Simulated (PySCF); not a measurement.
# Polarisability and C₆ of Br⁺ (bromine, charge +1)

[Ar] 3d10 4s2 4p4, high-spin 3P determinant. All numbers are calculated (PySCF 2.14, scalar relativity through the core potential, in aug-cc-pVQZ-PP with ECP10MDF (7s6p5d3f2g, 89 functions)). Coupled (time-dependent) response in atomic units; α is the mean over directions.

```tsv
method	mean α (bohr³)	α xx, yy, zz	C₆ (like pair)	S(−4)
UHF	12.29	12.04, 12.80, 12.04	75.75	30.98
PBE	12.84	12.44, 13.65, 12.44	79.75	35.51
PBE0	12.57	12.22, 13.27, 12.22	77.69	33.21
M06-L	12.56	12.13, 13.44, 12.13	79.31	31.90
```

S(−4) is the Cauchy moment in α(ω) = α(0) + S(−4) ω² + …

Spin-orbit coupling is absent.

α(iu) at PBE:

```
u (hartree)  α(iu) (bohr³)
          0          12.84
     0.0500          12.75
      0.100          12.50
      0.200          11.59
      0.300          10.36
      0.500          7.856
      0.750          5.449
       1.00          3.879
       1.50          2.198
       2.00          1.411
       3.00         0.7375
       5.00         0.3204
```

For an ion, C₆ is the dispersion term alone; charge-induced terms of lower order in 1/R come first.

The components differ because the open shell of this determinant is not spherical; for a pure term their mean is the scalar polarisability.

Energies and moments cover only the electrons outside the core potential.
